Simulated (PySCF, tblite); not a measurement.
Isomers of C5H11NSSi, one GFN2-xTB conformer each. Single-point energies are computed at PBE0/pcSseg-1 (PySCF, gas phase, no added dispersion term), electronic only.

Problem. Rank them by PBE0/pcSseg-1 energy, lowest first (kcal/mol).
A. `[CH3:1][C:2]#[C:3][C@@H:4]([CH3:5])[NH:6][SiH2:7][SH:8]` with C3–C4–N6–Si7 154°, C4–N6–Si7–S8 -177°, N6–Si7–S8–H 51°
B. `[CH3:1][NH:2][C:3](=[S:4])[CH2:5]/[CH:6]=[CH:7]\[SiH3:8]` with C1–N2–C3–S4 -1°, N2–C3–C5–C6 -78°, C3–C5–C6–C7 -107°

Solution. A (0.0), B (7.7).

As drawn, the lower has a C≡C bond and an S–H bond, which the higher lacks; the higher has an Si–C bond, a C=S bond and a C=C bond outside aromatic rings, which the lower lacks. GFN2-xTB itself gives, in the same order: 0.0, 20.6. Both levels put the same isomer lowest.

Problem. Which frontier levels, dipoles and rotational constants go with these structures?

Solution. 
| SMILES | HOMO (eV, PBE0/pcSseg-1) | LUMO (eV) | dipole (D) | A, B, C (MHz) |
| --- | --- | --- | --- | --- |
| CC#C[C@@H](C)N[SiH2]S | -7.07 | 0.31 | 2.88 | 2492, 552.3, 474.2 |
| CNC(=S)C/C=C\[SiH3] | -5.98 | -0.97 | 4.68 | 2628, 738.5, 625.3 |

Problem. What happens when harmonic zero-point energies from GFN2-xTB frequencies are added?

Solution. 
```
               SMILES  ZPE (kcal/mol)  electronic (kcal/mol)  with ZPE (kcal/mol)
CC#C[C@@H](C)N[SiH2]S            89.8                    0.0                  0.0
  CNC(=S)C/C=C\[SiH3]            90.2                    7.7                  8.1
```

The zero-point energies span 0.4 kcal/mol. The order is unchanged.
